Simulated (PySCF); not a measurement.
C3H7NSi, SMILES CC1=NC[SiH2]1.

The structure is a stationary point at PBE0-D3(BJ)/def2-SVP. This is a generated structure with no PubChem entry under its InChIKey; it may be hypothetical.

All values below come from PBE/def2-TZVP (PySCF).

The molecule is in vacuum.

Computed frontier levels, gap, dipole moment and polarisability:
```yaml
highest_occupied_level: -5.40 eV
lowest_empty_level: -1.59 eV
orbital_gap: 3.80 eV
dipole_moment: 1.37 D
quadrupole, principal values (traceless, Buckingham form, about the centre of nuclear charge): -6.66, 0.27, 6.39 D·Å
mean_static_polarisability: 70.8 bohr³ (10.48 Å³)
polarisability_principal_values: 55.5, 76.5, 80.3 bohr³
```
